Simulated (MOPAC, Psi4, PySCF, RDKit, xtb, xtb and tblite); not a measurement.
Two geometries of SMILES [SiH2](C(C)(C)C)[SeH], singlet, relaxed at GFN2-xTB with one dihedral held; other torsions can differ between them too.

Structure A

```
18

C     -0.9768     0.0973     1.2976
C     -0.3603    -0.0596    -0.0925
C     -0.2589    -1.5472    -0.4314
C     -1.2487     0.6351    -1.1228
Si     1.3833     0.7407    -0.1143
Se     2.7306    -0.2759     1.4460
H     -1.9532    -0.3843     1.3385
H     -1.1057     1.1484     1.5503
H     -0.3430    -0.3622     2.0558
H      0.3744    -2.0643     0.2885
H      0.1588    -1.6933    -1.4262
H     -1.2445    -2.0106    -0.4059
H     -2.2467     0.1984    -1.1163
H     -0.8383     0.5296    -2.1248
H     -1.3415     1.6967    -0.9041
H      1.3386     2.1462     0.2825
H      2.0457     0.5705    -1.4069
H      3.4216    -1.1241     0.5231
```

Structure B

```
18

C      0.9903     0.1111     1.2805
C      0.3520    -0.0426    -0.1002
C      0.2185    -1.5297    -0.4289
C      1.2382     0.6308    -1.1461
Si    -1.3837     0.7710    -0.1172
Se    -2.7302    -0.3252     1.3890
H      1.9687    -0.3679     1.3017
H      1.1210     1.1615     1.5348
H      0.3712    -0.3547     2.0459
H     -0.4414    -2.0250     0.2843
H     -0.1889    -1.6732    -1.4284
H      1.1902    -2.0204    -0.3839
H      2.2261     0.1716    -1.1562
H      0.8091     0.5340    -2.1412
H      1.3582     1.6902    -0.9298
H     -1.3385     2.1683     0.3116
H     -2.0300     0.6441    -1.4230
H     -3.0034     0.8126     2.2108
```

Question: Which is lower in energy at the level PBE0-D3(BJ)/def2-SVP // GFN2-xTB in Psi4 1.11, and by how much?

Answer: A is lower, by 1.99 kJ/mol (dihedral C2–Si5–Se6–H18: 100° in A, 120° in B).

E(B) − E(A) in kJ/mol at the other levels, on the same two geometries: GFN2-xTB (xtb and tblite) -0.45; PBE0/def2-SVP // GFN2-xTB (Psi4) 1.98; PBE/def2-SVP // GFN2-xTB (Psi4) 2.22; PBE-D3(BJ)/def2-SVP // GFN2-xTB (Psi4) 2.22; UFF // GFN2-xTB (RDKit) 1.13; PM3, restricted, heats of formation // GFN2-xTB (MOPAC) 0.47; PM6, restricted, heats of formation // GFN2-xTB (MOPAC) 1.83; GFN1-xTB // GFN2-xTB (xtb) 0.28; restricted B3LYP/6-31G*, spherical d, density fitting // GFN2-xTB (PySCF) 1.87; restricted LDA (SVWN5)/6-31G*, spherical d, density fitting // GFN2-xTB (PySCF) 1.81; restricted Hartree-Fock/3-21G, density fitting // GFN2-xTB (PySCF) 2.01; restricted MP2 (frozen core)/3-21G // GFN2-xTB (PySCF) 2.41.
